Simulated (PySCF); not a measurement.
# [Er(NO2)]2+ at several levels of theory

Computed with PySCF 2.14.0 (density fitting, no spin-orbit coupling) at the geometry relaxed with PBE:

```xyz
4
[Er(NO2)]2+ (singlet in the valence; each metal's 4f electrons, 11 of them, lie in its core potential, out of spins and levels)
Er    0.0000    0.0000   -0.3053
O     1.0628    0.0000    1.5714
O    -1.0628    0.0000    1.5714
N     0.0000    0.0000    2.3139
```

```tsv
level	basis	state	HOMO (eV)	gap (eV)	charge on Er1 (e)	population of f-type functions on Er1 (polarisation alone where 4f lies in the core)	dipole about the centre of mass (D)	largest force component (eV/Å)
PBE	Er lcecp-1-SVP with ECP57, O def2-SVP, N def2-SVP	singlet	-18.38	2.32	1.93	0.04	5.11	0.00
TPSS	the same	singlet	-18.43	2.58	1.98	0.04	5.40	0.21
PBE	Er lcecp-1-TZVP with ECP57, O def2-TZVP, N def2-TZVP	singlet	-18.30	2.52	2.03	0.04	4.89	0.71
```

In the lcecp rows the 4f levels are missing from HOMO and gap, and the state counts the valence alone.

Charges are Mulliken's, which hang on the basis. The relaxation used the grid (50, 194), these runs (75, 302) or, all-electron (x2c bases, spin-free X2C Hamiltonian), (99, 590).

**Question.** A further run in the first row's basis gives HOMO (eV) -18.55, gap (eV) 2.83, charge on Er1 (e) 2.03, population of f-type functions on Er1 (polarisation alone where 4f lies in the core) 0.04, dipole about the centre of mass (D) 5.74, largest force component (eV/Å) 0.67. Which level was it?
A. TPSSh
B. HF
C. r2SCAN

**Answer.** C. The others give HOMO -23.82 eV (HF); -19.01 eV (TPSSh).

In the first row's basis the gap widens with exact exchange: 2.3 to 2.8 eV for PBE, TPSS, r2SCAN (none); 3.6 eV for TPSSh (a fixed share); 12.1 eV for Hartree–Fock (rising or full at long range).

An lcecp potential fixes the number of 4f electrons, so in runs with it no electron can move into or out of that shell.
